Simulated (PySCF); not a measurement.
Molfile (atoms numbered from 1):
```
C3H5NOSi
     RDKit          3D

 11 10  0  0  0  0  0  0  0  0999 V2000
    2.3382   -0.2066    0.3012 C   0  0  0  0  0  0  0  0  0  0  0  0
    1.0934    0.1079   -0.0460 C   0  0  0  0  0  0  0  0  0  0  0  0
    0.0073   -0.4554    0.5488 O   0  0  0  0  0  0  0  0  0  0  0  0
   -1.5440   -0.5561   -0.0280 Si  0  0  0  0  0  4  0  0  0  0  0  0
   -2.0339    1.1186   -0.6833 C   0  0  0  0  0  0  0  0  0  0  0  0
   -2.3172    2.1647   -1.0958 N   0  0  0  0  0  0  0  0  0  0  0  0
    2.5371   -0.9512    1.0748 H   0  0  0  0  0  0  0  0  0  0  0  0
    3.1765    0.2927   -0.1852 H   0  0  0  0  0  0  0  0  0  0  0  0
    0.8739    0.8627   -0.8130 H   0  0  0  0  0  0  0  0  0  0  0  0
   -2.4228   -0.8945    1.1121 H   0  0  0  0  0  0  0  0  0  0  0  0
   -1.6706   -1.5084   -1.1614 H   0  0  0  0  0  0  0  0  0  0  0  0
  1  2  2  0
  2  3  1  0
  3  4  1  0
  4  5  1  0
  5  6  3  0
  1  7  1  0
  1  8  1  0
  2  9  1  0
  4 10  1  0
  4 11  1  0
M  END
```

Geometry: PBE0-D3(BJ)/def2-SVP; GIAO absolute shieldings from PySCF 2.14, gas phase, non-relativistic, averaged over equivalent atoms.

At PBE0/STO-3G (39 basis functions, 2.6 s wall time on 1 thread of an Arm Neoverse V2, shared host):
```json
{"atoms": "C2", "σ (ppm)": "113.7"}
{"atoms": "C5", "σ (ppm)": "135.6"}
{"atoms": "C1", "σ (ppm)": "145.6"}
{"atoms": "O3", "σ (ppm)": "353.9"}
{"atoms": "Si4", "σ (ppm)": "569.4"}
{"atoms": "N6", "σ (ppm)": "28.9"}
{"atoms": "H9", "σ (ppm)": "27.46"}
{"atoms": "H7", "σ (ppm)": "28.09"}
{"atoms": "H8", "σ (ppm)": "28.09"}
{"atoms": "H10/H11", "σ (ppm)": "29.13"}
```

What do these become at PBE0/pcSseg-0?

## Answers


```
  atoms  σ at PBE0/pcSseg-0  change
     C2                35.2   -78.5
     C5                57.8   -77.8
     C1                81.0   -64.6
     O3               256.4   -97.5
    Si4               424.4  -145.0
     N6              -117.7  -146.6
     H9               26.29   -1.17
     H7               27.45   -0.64
     H8               27.92   -0.17
H10/H11               27.00   -2.13
```

The largest change is at N6 (nitrile nitrogen). Cost: 68 basis functions, 4.7 s wall time on 1 thread of an Arm Neoverse V2, shared host. The order of the carbon signals is the same at both levels.
